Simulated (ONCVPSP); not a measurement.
# u(r) = r·R(r): atom against pseudo-atom (manganese (Mn))

Columns: radius, all-electron u(r) and pseudo u(r) of the 3d shell (level -7.82 eV) of manganese in the configuration [Ne] 3s2 3p6 3d5 4s1.5 4p0.5; LDA (Perdew-Wang 92), scalar-relativistic, ONCV scheme, ONCVPSP 4.0.1.

```
r (bohr)  all-electron  pseudo
   0.082        0.0371  0.0082
   0.165        0.1713  0.0595
   0.248        0.3506  0.1750
   0.330        0.5225  0.3511
   0.413        0.6659  0.5614
   0.495        0.7701  0.7507
   0.578        0.8389  0.8887
   0.660        0.8760  0.9591
   0.742        0.8891  0.9599
   0.825        0.8843  0.9141
   0.908        0.8666  0.8701
   0.990        0.8405  0.8404
   1.072        0.8090  0.8089
   1.155        0.7738  0.7738
   1.238        0.7369  0.7369
   1.320        0.6999  0.6999
   1.402        0.6631  0.6631
   1.485        0.6266  0.6266
   1.568        0.5913  0.5912
   1.650        0.5577  0.5576
   1.733        0.5252  0.5251
   1.815        0.4946  0.4945
   1.898        0.4652  0.4651
   1.980        0.4377  0.4377
   2.062        0.4118  0.4117
   2.145        0.3870  0.3869
```

Question: How many radial nodes do the two functions have?

Answer: The all-electron 3d function has n − l − 1 = 0; the pseudo-wave has 0.

Question: At about which radius was the pseudo-wave matched?

Answer: 1.00 bohr, where the columns begin to agree (steps of 0.08 bohr).

Question: Where does each function peak?

Answer: Outermost all-electron maximum near 0.74 bohr, pseudo maximum near 0.74 bohr (to the table’s step).

Question: Is the pseudo-wave norm-conserving?

Answer: Yes: the ONCV scheme keeps the norm inside the radius equal to the all-electron one, which fixes the energy derivative of the logarithmic derivative at the level.
